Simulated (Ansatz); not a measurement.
Ansatz (a program for electronic structure) input (B3LYP-D3(BJ)/def2-TZVP):

Ansatz 0.2 input:
```yaml
crystal:
  periodic: [false, false, false]
  atoms:
    - {symbol: Au, position_ang: [-0.00000000, -0.00000000, -0.42427293]}
    - {symbol: Cl, position_ang: [0.00000000, 0.00000000, 1.97162127]}
basis:
  gaussian:
    orbitals: def2-TZVP
hamiltonian:
  xc: b3lyp
  dispersion: d3bj
magnetization: {spin_polarized: true, initial_magnetization: 2}
phonons: {temperatures: {t_min: 298.15, t_max: 298.15, t_step: 100}}
```

Output:

```
Functional definition: B3LYP
integrals: 0.02 GiB planned
653 factors; their error is unknown
mean field: 0.27 GiB planned
mean field evaluation 1: about -16216.1819 eV, gradient 8.5e0 eV
mean field evaluation 2: about -16215.6795 eV, gradient 1.5e1 eV
mean field evaluation 4: about -16216.4895 eV, gradient 1.2e0 eV
mean field evaluation 8: about -16216.4964 eV, gradient 4.9e-2 eV
mean field evaluation 16: about -16216.5546 eV, gradient 5.2e-5 eV
mean field evaluation 32: about -16216.5683 eV, gradient 2.0e-5 eV
mean field evaluation 64: about -16216.2030 eV, gradient 7.4e0 eV
mean field -16216.56828787 eV, -595.9478925943 hartree, gradient 2.4e-7 eV, S^2 2.004237; 10 other end points of the search recorded, 0 dependent functions left out
the calculation of the forces begins
reference -16216.56847886 eV, -595.9478996133 hartree; 19, 17 occupied and 58, 60 virtual orbitals, 653 factors
these checks for a lower state are left out or cut short: stability, starts, cluster_reference, orbital_swaps, neighbouring_geometries, increment
integrals: 0.02 GiB planned
653 factors; their error is unknown
mean field: 0.27 GiB planned
mean field -16216.56828787 eV, -595.9478925946 hartree, gradient 2.0e-6 eV, S^2 2.004237; 0 other end points of the search recorded, 0 dependent functions left out
the calculation of the forces begins
reference -16216.56847887 eV, -595.9478996136 hartree; 19, 17 occupied and 58, 60 virtual orbitals, 653 factors
these checks for a lower state are left out or cut short: stability, starts, cluster_reference, orbital_swaps, neighbouring_geometries, increment
integrals: 0.02 GiB planned
653 factors; their error is unknown
mean field: 0.27 GiB planned
mean field -16216.56828787 eV, -595.9478925946 hartree, gradient 1.7e-6 eV, S^2 2.004237; 0 other end points of the search recorded, 0 dependent functions left out
the calculation of the forces begins
reference -16216.56847887 eV, -595.9478996136 hartree; 19, 17 occupied and 58, 60 virtual orbitals, 653 factors
these checks for a lower state are left out or cut short: stability, starts, cluster_reference, orbital_swaps, neighbouring_geometries, increment
integrals: 0.02 GiB planned
653 factors; their error is unknown
mean field: 0.27 GiB planned
mean field evaluation 96: about -16216.5683 eV, gradient 1.2e-6 eV
mean field -16216.56828787 eV, -595.9478925946 hartree, gradient 1.2e-6 eV, S^2 2.004237; 0 other end points of the search recorded, 0 dependent functions left out
the calculation of the forces begins
reference -16216.56847887 eV, -595.9478996136 hartree; 19, 17 occupied and 58, 60 virtual orbitals, 653 factors
these checks for a lower state are left out or cut short: stability, starts, cluster_reference, orbital_swaps, neighbouring_geometries, increment
integrals: 0.02 GiB planned
653 factors; their error is unknown
mean field: 0.27 GiB planned
mean field -16216.56828787 eV, -595.9478925946 hartree, gradient 1.2e-6 eV, S^2 2.004237; 0 other end points of the search recorded, 0 dependent functions left out
the calculation of the forces begins
reference -16216.56847887 eV, -595.9478996136 hartree; 19, 17 occupied and 58, 60 virtual orbitals, 653 factors
these checks for a lower state are left out or cut short: stability, starts, cluster_reference, orbital_swaps, neighbouring_geometries, increment
integrals: 0.02 GiB planned
653 factors; their error is unknown
mean field: 0.27 GiB planned
mean field -16216.56825598 eV, -595.9478914224 hartree, gradient 2.4e-6 eV, S^2 2.004240; 0 other end points of the search recorded, 0 dependent functions left out
the calculation of the forces begins
reference -16216.56844695 eV, -595.9478984406 hartree; 19, 17 occupied and 58, 60 virtual orbitals, 653 factors
these checks for a lower state are left out or cut short: stability, starts, cluster_reference, orbital_swaps, neighbouring_geometries, increment
integrals: 0.02 GiB planned
653 factors; their error is unknown
mean field: 0.27 GiB planned
mean field -16216.56828255 eV, -595.9478923989 hartree, gradient 1.3e-6 eV, S^2 2.004234; 0 other end points of the search recorded, 0 dependent functions left out
the calculation of the forces begins
reference -16216.56847357 eV, -595.9478994188 hartree; 19, 17 occupied and 58, 60 virtual orbitals, 653 factors
these checks for a lower state are left out or cut short: stability, starts, cluster_reference, orbital_swaps, neighbouring_geometries, increment
integrals: 0.02 GiB planned
653 factors; their error is unknown
mean field: 0.27 GiB planned
mean field -16216.56828787 eV, -595.9478925946 hartree, gradient 1.7e-6 eV, S^2 2.004237; 0 other end points of the search recorded, 0 dependent functions left out
the calculation of the forces begins
reference -16216.56847887 eV, -595.9478996136 hartree; 19, 17 occupied and 58, 60 virtual orbitals, 653 factors
these checks for a lower state are left out or cut short: stability, starts, cluster_reference, orbital_swaps, neighbouring_geometries, increment
integrals: 0.02 GiB planned
653 factors; their error is unknown
mean field: 0.27 GiB planned
mean field evaluation 128: about -16216.5111 eV, gradient 7.9e-2 eV
mean field -16216.56828787 eV, -595.9478925946 hartree, gradient 2.0e-6 eV, S^2 2.004237; 0 other end points of the search recorded, 0 dependent functions left out
the calculation of the forces begins
reference -16216.56847887 eV, -595.9478996136 hartree; 19, 17 occupied and 58, 60 virtual orbitals, 653 factors
these checks for a lower state are left out or cut short: stability, starts, cluster_reference, orbital_swaps, neighbouring_geometries, increment
integrals: 0.02 GiB planned
653 factors; their error is unknown
mean field: 0.27 GiB planned
mean field -16216.56828787 eV, -595.9478925946 hartree, gradient 1.2e-6 eV, S^2 2.004237; 0 other end points of the search recorded, 0 dependent functions left out
the calculation of the forces begins
reference -16216.56847887 eV, -595.9478996136 hartree; 19, 17 occupied and 58, 60 virtual orbitals, 653 factors
these checks for a lower state are left out or cut short: stability, starts, cluster_reference, orbital_swaps, neighbouring_geometries, increment
integrals: 0.02 GiB planned
653 factors; their error is unknown
mean field: 0.27 GiB planned
mean field -16216.56828787 eV, -595.9478925946 hartree, gradient 1.2e-6 eV, S^2 2.004237; 0 other end points of the search recorded, 0 dependent functions left out
the calculation of the forces begins
reference -16216.56847887 eV, -595.9478996136 hartree; 19, 17 occupied and 58, 60 virtual orbitals, 653 factors
these checks for a lower state are left out or cut short: stability, starts, cluster_reference, orbital_swaps, neighbouring_geometries, increment
integrals: 0.02 GiB planned
653 factors; their error is unknown
mean field: 0.27 GiB planned
mean field -16216.56828255 eV, -595.9478923989 hartree, gradient 1.3e-6 eV, S^2 2.004234; 0 other end points of the search recorded, 0 dependent functions left out
the calculation of the forces begins
reference -16216.56847357 eV, -595.9478994188 hartree; 19, 17 occupied and 58, 60 virtual orbitals, 653 factors
these checks for a lower state are left out or cut short: stability, starts, cluster_reference, orbital_swaps, neighbouring_geometries, increment
integrals: 0.02 GiB planned
653 factors; their error is unknown
mean field: 0.27 GiB planned
mean field evaluation 160: about -16216.5110 eV, gradient 4.2e-4 eV
mean field -16216.56825598 eV, -595.9478914224 hartree, gradient 2.4e-6 eV, S^2 2.004240; 0 other end points of the search recorded, 0 dependent functions left out
the calculation of the forces begins
reference -16216.56844695 eV, -595.9478984406 hartree; 19, 17 occupied and 58, 60 virtual orbitals, 653 factors
Total energy: -16216.64223741 eV, -595.9506101899 hartree
Atom 0 at    -0.000000    -0.000000    -0.424273 Å, force     0.000000    -0.000000    -0.000450 eV/Å
Atom 1 at     0.000000     0.000000     1.971621 Å, force    -0.000000     0.000000     0.000450 eV/Å
Dipole moment:     0.010604    -0.000000    -0.144096 e Å
Vibrations: 232.36 cm⁻¹, zero-point energy 0.014405 eV
```

The spin state was set by rule; other spins were not relaxed.
